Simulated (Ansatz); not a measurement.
Geometry optimisation, RKS CAM-B3LYP-D4/def2-SVP in Ansatz.

Input file:

```yaml
crystal:
  periodic: [false, false, false]
  atoms:
    - { symbol: O, position_ang: [-1.4139, -0.3486, -0.6845] }
    - { symbol: Ga, position_ang: [-0.8039, -0.9721, 0.1044] }
    - { symbol: O, position_ang: [0.2551, -1.249, 0.9219] }
    - { symbol: Ge, position_ang: [1.3594, 0.2206, 0.6635] }
    - { symbol: H, position_ang: [-1.4964, 0.4818, -1.3064] }
    - { symbol: H, position_ang: [0.482, 1.4829, 1.0867] }
    - { symbol: H, position_ang: [1.6789, 0.3165, -0.8314] }
basis:
  gaussian: { orbitals: def2-SVP }
hamiltonian:
  xc: cam_b3lyp
  dispersion: d4
relax:
  f_tol: 0.015
  max_steps: 40
output:
  orbitals: {}
```

Launched with:

```bash
$ ansatz run input.yaml --threads 2 --pin off --max-ram 3072MiB --backend cpu --events-out ev --progress --plain --runs-dir out
```

Task: Where does it end, and by what steps?

Result: It converged. After 25 steps the energy has fallen by 21.776 eV; Ge4 moved furthest, 1.48 Å. The start is strongly strained (largest force component 61 eV/Å), so its close contacts needn't be bonds. Parted: Ge4–H6. Joined: Ga2–H6.

```tsv
step	energy less start (eV)	largest force component (eV/Å)	accepted
0	0.0000	61.032	yes
1	-14.9520	12.548	yes
2	-18.0898	5.695	yes
3	-19.1669	2.490	yes
4	-19.4731	1.760	yes
5	-19.8721	1.415	yes
6	-20.1275	1.263	yes
7	-20.3931	0.661	yes
8	-20.4859	0.679	yes
9	-20.5328	0.423	yes
10	-20.5685	0.394	yes
11	-20.5824	0.374	yes
12	-20.5928	0.385	yes
13	-20.6324	0.815	yes
14	-20.7345	1.450	yes
15	-20.9350	1.668	yes
16	-21.2385	1.061	yes
17	-21.5061	0.642	yes
18	-21.6930	0.269	yes
19	-21.7610	0.230	yes
20	-21.7629	0.196	yes
21	-21.7733	0.081	yes
22	-21.7716	0.245	no
23	-21.7752	0.040	yes
24	-21.7756	0.016	yes
25	-21.7756	0.011	yes
```

```xyz
7
Properties=species:S:1:pos:R:3
O -1.343 -0.450 -0.958
Ga -0.344 0.312 0.303
O 0.497 -1.002 1.294
Ge 2.035 -1.086 0.463
H -1.872 0.154 -1.491
H -0.453 1.754 0.849
H 1.540 0.251 -0.506
```

Time of the run: 60 s on 2 threads of Intel(R) Xeon(R) 6975P-C (Granite Rapids) (shared host), peak memory 0.32 GiB.
